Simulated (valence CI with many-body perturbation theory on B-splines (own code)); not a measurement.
**Hyperfine factors and g values of W LIV**

Level of theory: valence CI with perturbative core correlation (CI+MBPT): three valence electrons over a frozen Dirac-Fock core [Ar], a basis of 7 s, 7 p, 8 d, 6 f, 4 g, 1 h functions for each j, with the one-electron correlation potential Σ1 (screened to all orders), the two-electron term Σ2, the three-electron term Σ3, Breit, model QED; selected single and double excitations, second order for the rest, scaled by the run's own slope (own B-spline code, finite nucleus).

No measured spectrum was set against this ion. As an estimate, large intervals hold to a few tenths of a per cent, small ones and those within an open d or f shell to about a per cent. Excitations out of the core, of the other parity, are not computed and may begin above about 232 eV (a cautious bound); beyond it only levels of the ground parity were kept, without lifetimes. Only levels of the ground parity were solved; by the run's estimate the other parity begins above the list, which can be wrong where configurations are misplaced.

A/g_I is the dipole constant over the nuclear g factor μ/I (μ in nuclear magnetons, uniformly magnetised nucleus), B/Q the quadrupole constant per barn. Both hold the static response of the core; the bare values leave it out. Large factors of s and p1/2 electrons are usually good to 5 to 10 %; those of open d and f shells near neutrality can be off by tens of per cent, and small factors of p3/2, d and f electrons come from cancelling terms and can be off by a factor of two or in sign, in half-filled shells by more. B is blank for J = 1/2, where it vanishes, and for nearly pure S terms. Energies count from the lowest level.

Levels are named by their leading jj configuration (3d3/2^4 stands for four electrons in 3d with j = 3/2), which in mixed levels can hold well under half, so a name can repeat and another be missing. Letters in brackets count levels of one name in rising energy.

| Level | E (eV) | g | A/g_I (MHz) | A/g_I bare | B/Q (MHz/b) | B/Q bare |
| --- | --- | --- | --- | --- | --- | --- |
| (3d3/2^3) J=3/2 | 0.00 | 0.720 | 107000 | 107000 | -65100 | -65800 |
| (3d3/2^2 3d5/2) J=5/2 [a] | 65.61 | 1.051 | 61000 | 61300 | -34400 | -34800 |
| (3d3/2^2 3d5/2) J=3/2 | 71.92 | 1.166 | 49000 | 49600 | -12500 | -12600 |
| (3d3/2^2 3d5/2) J=9/2 | 75.58 | 1.032 | 68800 | 69000 | 76800 | 77500 |
| (3d3/2^2 3d5/2) J=7/2 | 75.69 | 1.035 | 66700 | 66900 | 28200 | 28400 |
| (3d3/2^2 3d5/2) J=1/2 | 77.29 | 1.802 | -47700 | -45200 |  |  |
| (3d3/2^2 3d5/2) J=5/2 [b] | 100.70 | 1.236 | 40500 | 41300 | 114000 | 115000 |
| (3d3/2 3d5/2^2) J=7/2 [a] | 139.94 | 1.116 | 49300 | 49800 | -7990 | -8110 |
| (3d3/2 3d5/2^2) J=9/2 | 144.54 | 1.128 | 51800 | 52300 | 22000 | 22200 |
| (3d3/2 3d5/2^2) J=3/2 [a] | 149.80 | 1.105 | 58900 | 59300 | -65800 | -66500 |
| (3d3/2 3d5/2^2) J=1/2 | 152.74 | 1.513 | -21000 | -19400 |  |  |
| (3d3/2 3d5/2^2) J=11/2 | 154.05 | 1.079 | 58600 | 59000 | 139000 | 141000 |
| (3d3/2 3d5/2^2) J=5/2 [a] | 154.33 | 1.289 | 18100 | 19000 | 76500 | 77300 |
| (3d3/2 3d5/2^2) J=5/2 [b] | 163.11 | 1.092 | 61500 | 61900 | -25000 | -25300 |
| (3d3/2 3d5/2^2) J=7/2 [b] | 163.57 | 1.084 | 60200 | 60600 | 26900 | 27300 |
| (3d3/2 3d5/2^2) J=3/2 [b] | 183.73 | 0.884 | 95900 | 95700 | 88400 | 89400 |
| (3d5/2^3) J=9/2 | 218.81 | 1.159 | 42200 | 42700 | 9930 | 10000 |
| (3d5/2^3) J=3/2 | 232.94 | 1.132 | 44500 | 45000 | 6120 | 6160 |
| (3d5/2^3) J=5/2 | 243.12 | 1.161 | 42300 | 42900 | 9620 | 9730 |

**Question.** Take the isotope of mass number 183, with I = 1/2, μ = 0.11739 μN. What is the hyperfine structure of (3d3/2 3d5/2^2) J=7/2 [a]?

**Answer.** From the table A = 11600 MHz. Shifts from the centre of gravity in MHz: F = 3: -26100, F = 4: 20300.
